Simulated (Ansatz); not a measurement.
GeH4 (SMILES [GeH4]) moved off its minimum; all values from Ansatz (a program for electronic structure), cores frozen in correlated methods.
(charge 0, multiplicity 1)
```xyz
5

Ge    -0.00619    -0.05329     0.05344
H     -0.63964    -0.88818    -1.02864
H      0.64235    -0.89831     1.11690
H     -1.09759     0.95632     0.59945
H      1.13658     0.84244    -0.62425
```

Forces at MP2/aug-cc-pVTZ (eV/Å):

| atom | Fx | Fy | Fz |
|---|---|---|---|
| Ge1 | 0.277 | 1.839 | -0.456 |
| H2 | -0.214 | -0.393 | -0.316 |
| H3 | 0.067 | -0.290 | 0.443 |
| H4 | 0.545 | -0.594 | -0.087 |
| H5 | -0.674 | -0.561 | 0.415 |

Q: Give the forces (eV/Å), the total energy and the dipole at CCSD(T)/aug-cc-pVTZ.

A: 
```tsv
atom	Fx	Fy	Fz
Ge1	0.266	1.797	-0.432
H2	-0.264	-0.455	-0.402
H3	0.124	-0.357	0.524
H4	0.450	-0.503	-0.046
H5	-0.575	-0.482	0.356
```
Energy -2077.8885 hartree, dipole 0.32 D.
